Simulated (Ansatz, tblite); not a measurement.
Forces on `Brc1cccc2cc3ccccc3cc12` at its PBE0-D4/def2-SVP geometry. The state is a singlet with charge 0.

The xTB rows come from tblite.

GFN2-xTB (tblite), largest force 0.71 eV/Å:

```xyz
24
positions Å, forces eV/Å
Br   -2.442    1.330    3.073   -0.110    0.218    0.091
C    -1.603   -0.193    2.333    0.347   -0.516   -0.339
C    -1.786   -1.400    2.951    0.058   -0.087   -0.057
C    -1.173   -2.570    2.427   -0.045    0.044    0.050
C    -0.396   -2.503    1.305   -0.047    0.032    0.056
C    -0.185   -1.261    0.637   -0.018    0.025    0.019
C     0.607   -1.179   -0.513    0.020   -0.053   -0.013
C     0.823    0.031   -1.177   -0.013    0.085   -0.007
C     1.629    0.125   -2.351   -0.007    0.088   -0.016
C     1.819    1.327   -2.976   -0.060    0.034    0.076
C     1.213    2.509   -2.465    0.008   -0.103    0.019
C     0.432    2.460   -1.342    0.039   -0.021   -0.049
C     0.210    1.226   -0.661    0.052    0.023   -0.080
C    -0.583    1.149    0.489   -0.043   -0.040    0.073
C    -0.799   -0.061    1.153    0.033   -0.109   -0.015
H    -2.405   -1.461    3.847    0.225   -0.038   -0.308
H    -1.332   -3.523    2.936    0.038    0.389   -0.169
H     0.077   -3.401    0.899   -0.177    0.355    0.147
H     1.070   -2.091   -0.900   -0.170    0.334    0.143
H     2.094   -0.785   -2.741   -0.186    0.332    0.166
H     2.438    1.386   -3.874   -0.244    0.018    0.341
H     1.375    3.460   -2.978   -0.039   -0.385    0.169
H    -0.034    3.366   -0.948    0.169   -0.354   -0.136
H    -1.046    2.059    0.875    0.170   -0.274   -0.161
```

PBE-D4/def2-TZVP (Ansatz), largest force 0.35 eV/Å:

```
Br -0.157 0.286 0.138
C 0.194 -0.149 -0.231
C -0.083 -0.109 0.150
C -0.092 -0.075 0.152
C 0.111 -0.024 -0.151
C 0.034 -0.202 0.011
C 0.043 -0.065 -0.042
C 0.096 -0.083 -0.111
C -0.008 -0.163 0.060
C 0.071 0.126 -0.138
C 0.092 0.082 -0.156
C -0.103 0.021 0.141
C -0.028 0.164 -0.009
C -0.047 0.086 0.041
C -0.111 0.118 0.122
H 0.023 -0.018 -0.027
H -0.001 0.039 -0.011
H -0.006 0.024 0.002
H -0.004 0.005 0.005
H -0.013 0.014 0.014
H -0.023 0.005 0.031
H -0.002 -0.037 0.014
H 0.006 -0.024 -0.001
H 0.008 -0.020 -0.005
```

PBE0-D4/def2-TZVP (Ansatz), largest force 0.42 eV/Å:

```
Br 0.017 -0.026 -0.016
C 0.137 -0.388 -0.079
C -0.009 0.206 -0.049
C 0.091 -0.019 -0.124
C -0.073 0.002 0.102
C 0.032 0.011 -0.048
C -0.025 0.052 0.019
C -0.031 -0.024 0.050
C 0.015 0.111 -0.054
C -0.006 -0.143 0.052
C -0.090 0.017 0.122
C 0.070 0.002 -0.101
C -0.017 -0.041 0.037
C 0.007 -0.031 -0.001
C 0.003 0.058 -0.022
H 0.171 0.006 -0.244
H 0.044 0.267 -0.141
H -0.125 0.239 0.107
H -0.117 0.229 0.099
H -0.124 0.241 0.104
H -0.173 -0.016 0.251
H -0.045 -0.266 0.144
H 0.123 -0.242 -0.104
H 0.124 -0.244 -0.104
```
